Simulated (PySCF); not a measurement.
Species: C3H11FPSi2 (doublet state).
Z-matrix (Å and degrees, GFN2-xTB geometry), rows numbered from 1:
```
C 
C   1  1.5222
C   2  1.5262  1  112.13
Si  3  1.8987  2  113.98  1   -61.28
F   4  1.6271  3  106.02  2  -154.44
P   4  2.2284  3  110.72  2    88.83
Si  6  2.2264  4  100.84  3   176.96
H   1  1.0876  2  110.38  3   -55.27
H   1  1.0891  2  110.69  3    64.30
H   1  1.0877  2  110.74  3  -175.41
H   2  1.0934  1  109.11  3   121.11
H   2  1.0924  1  109.42  3  -121.64
H   3  1.0915  2  109.02  1   177.45
H   3  1.0924  2  108.78  1    61.52
H   4  1.4620  3  112.92  2   -44.98
H   7  1.4621  6  106.30  4  -147.42
H   7  1.4666  6  107.72  4    95.01
H   7  1.4615  6  113.89  4   -25.94
```

The hyperfine couplings belong to this conformer and change with its torsions.

The species is `CCC[Si@H](F)[P][SiH3]` [radical].

Method: PySCF 2.14.0, UKS B3LYP, pcH-1 on C F H P Si, non-relativistic, mean-field spin-orbit, GIAO. Geometry: GFN2-xTB, one conformer, isolated molecule. A GFN2-xTB geometry isn't a minimum of the functional, and hyperfine couplings can be far from their values at a DFT geometry, by a factor of two or more for some ions and for spin on atoms past the first row. No stability test was run, so a lower SCF solution isn't excluded.

**Question.** Match the computed a_iso(29Si) values +27.7, +18.7 MHz with the sites Si4; Si7.

**Answer.** 
```json
{"site": "Si4", "a_iso (MHz)": "+18.7", "ρ(0) (bohr⁻³)": "-0.0209", "position": "1 bond from P6", "distance from P6 (Å)": "2.23", "spin population": "+0.01", "largest |T| (MHz)": "3.2"}
{"site": "Si7", "a_iso (MHz)": "+27.7", "ρ(0) (bohr⁻³)": "-0.0312", "position": "1 bond from P6", "distance from P6 (Å)": "2.23", "spin population": "-0.04", "largest |T| (MHz)": "1.8"}
```

ρ(0) is the spin density at the nucleus and T the dipolar tensor; a_iso includes a spin–orbit part; entries for several nuclei are means. The largest Mulliken spin population is on P6 (+0.96).

The spin density at the nucleus, in bohr⁻³, is negative for Si7 (-0.0312) and Si4 (-0.0209), for instance. A restricted open-shell determinant has no negative spin density anywhere; here it arises because α and β orbitals differ (spin polarisation).

Means are taken over nuclei equivalent by connectivity, which assumes that they swap fast. The three 1H nuclei of mean +35.5 MHz run from 14.2 to 74.8 MHz in the frozen geometry.
